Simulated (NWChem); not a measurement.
System: CHClO3Si; SMILES O=C1O[SiH](Cl)O1

```xyz
7

O     -0.6460     2.6553     0.0000
C     -0.1877     1.5714     0.0000
O      0.1484     0.7890     1.0816
Si     0.6732    -0.4117     0.0000
Cl    -0.4264    -2.1081     0.0000
O      0.1484     0.7890    -1.0816
H      2.1108    -0.7158     0.0000
```
Atoms are numbered in this order, from 1.

Coordinates come from a PBE0/def2-SVP optimisation. B3LYP is NWChem's, with the RPA form of VWN correlation.

### Question
Give the principal values of the shielding tensors (ppm) of O1, C2, O3, Si4, Cl5 from B3LYP/6-311G** (spherical d), GIAO (NWChem), with their diamagnetic and paramagnetic parts as GIAO splits them.

### Answer
| atom | σ11 | σ22 | σ33 | isotropic | diamagnetic | paramagnetic |
|---|---|---|---|---|---|---|
| O1 | -164.4 | -84.1 | 213.3 | -11.7 | 399.9 | -411.6 |
| C2 | -76.5 | 52.3 | 127.3 | 34.4 | 256.3 | -221.9 |
| O3 | 27.3 | 74.2 | 194.1 | 98.5 | 389.5 | -291.0 |
| Si4 | 279.4 | 329.8 | 417.9 | 342.4 | 878.9 | -536.5 |
| Cl5 | 724.5 | 752.3 | 1025.1 | 834.0 | 1147.9 | -314.0 |
